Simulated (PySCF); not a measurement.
**Ionisation energy of Ag+ by level of theory**

Ag+ [Kr] 4d10 (1S) → Ag(2+) [Kr] 4d9 (2D), as a difference of total energies. All numbers are calculated (PySCF 2.14, scalar relativity by spin-free X2C-1e, in x2c-TZVPPall (8s6p6d2f1g, 79 functions)). Correlated levels: valence: [Kr] frozen; valence and next inner shell: [Ar] 3d10 frozen. The calculations carry no spin-orbit coupling.

```csv
method,ionisation energy (eV),plus first-order spin-orbit estimate,error of that sum (eV)
UHF,19.710,19.487,-1.997
LDA,22.328,22.106,+0.622
PBE,21.884,21.661,+0.177
PBE0,21.631,21.408,-0.076
r2SCAN,21.640,21.418,-0.066
MN15,21.672,21.449,-0.035
B97-3,21.596,21.373,-0.111
M06-2X,21.642,21.419,-0.065
wB97X-V,21.543,21.320,-0.164
MP2 (valence),21.735,21.512,+0.028
SCS-MP2 (valence),21.514,21.291,-0.193
MP2 (valence and next inner shell),21.800,21.577,+0.093
SCS-MP2 (valence and next inner shell),21.510,21.287,-0.197
```

Reference: 21.484 eV (measured; NIST Atomic Spectra Database, ionization energies).

A first-order spin-orbit estimate (lowest level to lowest level, LS coupling) adds -0.223 eV.

Errors of the correlated levels include the incompleteness of this basis and the frozen core.
